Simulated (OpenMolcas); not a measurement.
Pd4+ among 6 point charges of -1.7 e arranged as a tetragonal octahedron (D4h). The axial distance is 0.96 times the equatorial one, R.

* Program: OpenMolcas
* Method: CASSCF
* Basis: ANO-RCC-VDZP [6s5p3d1f]
* Scalar Hamiltonian: DKH2, point nucleus
* Active space: 6 electrons in 5 orbitals (4d)
* State averaging: 2S+1 = 5 even, 5 roots; 2S+1 = 3 even, 45 roots; 2S+1 = 1 even, 50 roots
* Spin-orbit coupling: state interaction with AMFI integrals over the reference wave functions

All point charges move together. At R = 1.88 Å the first state of the same spin is 1224 cm-1, and at R = 1.97 Å it is 1099 cm-1.

Q: A third run gives 860 cm-1. What distance was it run at?

A: With a power law R^-n the two known points give n = -ln(1099 / 1224) / ln(1.97 / 1.88) = 2.30. Then R = 1.88 × (1224 / 860)^(1/2.30) = 2.192 Å. The run was at 2.18 Å, so the estimate is off by +0.012 Å.

Without dynamic correlation the repulsion within the d shell is too large (B by tens of per cent), so at a given field states of lower spin stand too high. Point charges give a weaker field than real ligands, and real ions of this kind are as a rule low spin; the high spin found here belongs to the model. Spin-orbit coupling mixes the spin-free states strongly: the lowest level takes only 62 % from its leading state, 5B2 (figures for R = 1.88; the like holds for R = 1.97, R = 2.18). This is an electrostatic model: the charges have no orbitals. No measured value stands beside these numbers.
